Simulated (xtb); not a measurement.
Harmonic IR lines of one isomer of C$_{2}$H$_{2}$BN, unscaled. Level of theory: GFN2-xTB in xtb 6.7.1.

| wavenumber (cm⁻¹) | relative intensity |
|---|---|
| 190 | 9.6 |
| 325 | 26 |
| 537 | 35 |
| 563 | 31 |
| 611 | 25 |
| 653 | 22 |
| 2020 | 68 |
| 2294 | 60 |
| 2952 | 100 |
| 3422 | 11 |

Which structure gives these lines?
A. `B=NC#C`
B. `C=BC#N`
C. `B=C=C=N`
D. `C#CB=N`

A, `B=NC#C`
